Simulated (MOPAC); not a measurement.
MOPAC input (MNDO):

```
MNDO PRECISE GNORM=0.05 LET XYZ GEO-OK AUX(PRECISION=9) THREADS=1
Br2Si

Si    0.01682677 1    0.02100607 1    1.18504847 1
Br    0.95298677 1   -1.49153430 1   -0.22422480 1
Br   -0.95971748 1    1.48313187 1   -0.24979458 1
```

Output:

```
 *******************************************************************************
 **                                                                           **
 **                              MOPAC v23.2.5                                **
 **                                                                           **
 *******************************************************************************
 ** MOPAC's Digital Object Identifier: https://doi.org/10.5281/zenodo.6511958 **
 **                                                                           **
 ** Please cite the open-source release paper for use of this MOPAC version:  **
 ** J. E. Moussa and J. J. P. Stewart (2026)                                  **
 ** MOPAC: An open-source semiempirical molecular orbital program             **
 ** J. Open Source Softw., 11(119), 8025, https://doi.org/10.21105/joss.08025 **
 *******************************************************************************

                              MNDO CALCULATION RESULTS

 *******************************************************************************
 *  MNDO       - The MNDO Hamiltonian to be used
 *  GEO-OK     - OVERRIDE INTERATOMIC DISTANCE AND OTHER SAFETY CHECKS
 *  LET        - OVERRIDE SOME SAFETY CHECKS
 *  PRECISE    - TIGHTER CRITERIA TO BE USED
 *  XYZ        - CARTESIAN COORDINATE SYSTEM TO BE USED
 *  GNORM      - EXIT WHEN GRADIENT NORM DROPS BELOW 0.050
 *  AUX        - OUTPUT AUXILIARY INFORMATION
 *******************************************************************************
MNDO PRECISE GNORM=0.05 LET XYZ GEO-OK AUX(PRECISION=9) THREADS=1
 Br2Si

   ATOM   CHEMICAL          X               Y               Z
  NUMBER   SYMBOL      (ANGSTROMS)     (ANGSTROMS)     (ANGSTROMS)

     1      Si          0.01682677  *   0.02100607  *   1.18504847  *
     2      Br          0.95298677  *  -1.49153430  *  -0.22422480  *
     3      Br         -0.95971748  *   1.48313187  *  -0.24979458  *

          CARTESIAN COORDINATES

    NO.       ATOM           X           Y           Z

     1        Si          0.0168      0.0210      1.1850
     2        Br          0.9530     -1.4915     -0.2242
     3        Br         -0.9597      1.4831     -0.2498

 Si: (MNDO): M.J.S.DEWAR, ET. AL. ORGANOMETALLICS  5, 375 (1986)
 Br: (MNDO): M.J.S.DEWAR, E.F. HEALY, J. COMP. CHEM., 4, 542, (1983)

           Empirical Formula: Si Br2  =     3 atoms

      MOLECULAR POINT GROUP   :   C2v

      RHF CALCULATION, NO. OF DOUBLY OCCUPIED LEVELS = 9

          Geometry optimization using EF

          DIAGONAL MATRIX USED AS START HESSIAN

 CYCLE:     1  GRAD.:    34.706 HEAT:  12.45400
 CYCLE:     2  GRAD.:    66.837 HEAT:  14.45989
 CYCLE:     3  GRAD.:     5.000 HEAT:  11.24860
 CYCLE:     4  GRAD.:     1.227 HEAT:  11.21895
 CYCLE:     5  GRAD.:     0.867 HEAT:  11.21204
 CYCLE:     6  GRAD.:     0.678 HEAT:  11.20870
 CYCLE:     7  GRAD.:     0.204 HEAT:  11.20808
 CYCLE:     8  GRAD.:     0.071 HEAT:  11.20805
 CYCLE:     9  GRAD.:     0.003 HEAT:  11.20804

     GRADIENT =  0.00313 IS LESS THAN CUTOFF =  0.05000

 -------------------------------------------------------------------------------
 MNDO PRECISE GNORM=0.05 LET XYZ GEO-OK AUX(PRECISION=9) THREADS=1
 Br2Si

     GEOMETRY OPTIMISED USING EIGENVECTOR FOLLOWING (EF).
     SCF FIELD WAS ACHIEVED

                              MNDO CALCULATION
                                                       MOPAC v23.2.5 Linux

          FINAL HEAT OF FORMATION =         11.20804 KCAL/MOL =      46.89444 KJ/MOL

          COSMO AREA              =        121.34 SQUARE ANGSTROMS
          COSMO VOLUME            =        113.53 CUBIC ANGSTROMS

          GRADIENT NORM           =          0.00313          =       0.00181 PER ATOM
          IONIZATION POTENTIAL    =          9.423998 EV
          HOMO LUMO ENERGIES (EV) =         -9.424 -1.376
          NO. OF FILLED LEVELS    =          9
          MOLECULAR WEIGHT        =        187.8935         POINT GROUP:  C2v

          MOLECULAR DIMENSIONS (Angstroms)

            Atom       Atom       Distance
           Br     3   Br     2     3.53910
           Br     2   Si     1     1.32075
           Br     3   Br     2     0.00000

          SCF CALCULATIONS        =         10

   ATOM   CHEMICAL          X               Y               Z
  NUMBER   SYMBOL      (ANGSTROMS)     (ANGSTROMS)     (ANGSTROMS)

     1      Si          0.01571128  *   0.01961973  *   1.10664437  *
     2      Br          0.95398676  *  -1.49216432  *  -0.20097518  *
     3      Br         -0.96005613  *   1.48458380  *  -0.22656104  *

                             CARTESIAN COORDINATES

   1   Si        0.015711275     0.019619735     1.106644366
   2   Br        0.953986760    -1.492164317    -0.200975180
   3   Br       -0.960056130     1.484583798    -0.226561043

           Empirical Formula: Si Br2  =     3 atoms

      MOLECULAR POINT GROUP   :   C2v

                  EIGENVALUES
 -25.16647 -24.41785 -17.83532 -12.89884 -11.97252 -11.91558 -11.55087 -11.32207
  -9.42400  -1.37614  -0.43474  -0.37979

              NET ATOMIC CHARGES AND DIPOLE CONTRIBUTIONS

  ATOM NO.   TYPE          CHARGE      No. of ELECS.   s-Pop       p-Pop
    1         Si           1.119414        2.8806     1.85614     1.02444
    2         Br          -0.559708        7.5597     1.99478     5.56492
    3         Br          -0.559705        7.5597     1.99478     5.56492
 DIPOLE           X         Y         Z       TOTAL
 POINT-CHG.     0.101     0.126     7.100     7.101
 HYBRID        -0.039    -0.048    -2.728     2.728
 SUM            0.062     0.078     4.372     4.373

          ATOMIC ORBITAL ELECTRON POPULATIONS

     Atom    s        px        py        pz
    1 Si   1.85614   0.15872   0.27622   0.58950
    2 Br   1.99478   1.89873   1.79732   1.86888
    3 Br   1.99478   1.89343   1.80760   1.86389

 **********************
 *                    *
 * JOB ENDED NORMALLY *
 *                    *
 **********************

 == MOPAC DONE ==
```
